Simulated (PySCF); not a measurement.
CH4BFS.

```xyz
8

B      0.5408    -0.9242     0.0000
F      0.0613    -2.1658     0.0000
H      1.7326    -0.7484     0.0000
S     -0.6271     0.4367     0.0000
C      0.4891     1.8889     0.0000
H      0.2872     2.4899    -0.8966
H      0.2872     2.4899     0.8966
H      1.5368     1.5609     0.0000
```
Charge 0, spin multiplicity 1.

Geometry: TPSSh-D3(BJ)/def2-SVP. Other conformers were not sampled.

The numbers are results of PySCF with HF/pcSseg-1, not measurements. Non-relativistic, no solvent.

Computed absolute GIAO shielding of each atom: isotropic value and principal components (ppm):
```tsv
atom	σ(iso)	σ11	σ22	σ33	span
B1	63.0	12.1	87.5	89.6	77.5
F2	268.1	117.4	218.1	468.8	351.4
H3	26.4	24.2	24.4	30.6	6.4
S4	568.1	370.8	637.2	696.5	325.7
C5	176.6	163.6	171.6	194.5	30.8
H6	29.3	23.6	27.0	37.3	13.7
H7	29.3	23.6	27.0	37.3	13.7
H8	29.6	24.7	27.7	36.3	11.6
```
